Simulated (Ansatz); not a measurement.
# Worked example: C2H3I + SiH3(SiH3) → C2H6Si + SiH3I

Species: C2H3I `C=CI`, singlet; SiH3(SiH3) (disilane), singlet; C2H6Si (vinylsilane) `C=C[SiH3]`, singlet; SiH3I `[SiH3]I`, singlet. The partners trade I for SiH3: C–I and Si–SiH3 bonds give way to C–SiH3 and Si–I.

Shapes, held fixed at every level: PBE0-D4/def2-TZVP. Programs: Ansatz 0.2.0. The zero-point and thermal change to 298 K, harmonic and unscaled (PBE0-D4/def2-TZVP), is +3.4 kJ/mol.

At CCSD(T)/def2-TZVPP; 1 Eh = 2625.50 kJ/mol:

| species | energy (Eh) |
| --- | --- |
| C2H3I | -374.980574 |
| SiH3(SiH3) | -581.690342 |
| C2H6Si | -368.694162 |
| SiH3I | -588.021398 |

Q: Work out ΔH(298 K) of the reaction at this level.

A: 
1. Products less reactants: (-368.694162) + (-588.021398) − [(-374.980574) + (-581.690342)] = -0.044644 Eh = -117.2 kJ/mol.
2. With the thermal change: -117.2 + (+3.4) = -113.8 kJ/mol.

Other levels give -141.0 (HF/def2-SVP) to -100.9 kJ/mol (PBE-D4/def2-TZVPP). No measured value is set beside it here. For atoms past krypton def2 sets carry core potentials with scalar relativity. Outer-core shells of I are correlated, in sets that cover them unevenly. The median of the other levels is -123.4 kJ/mol.
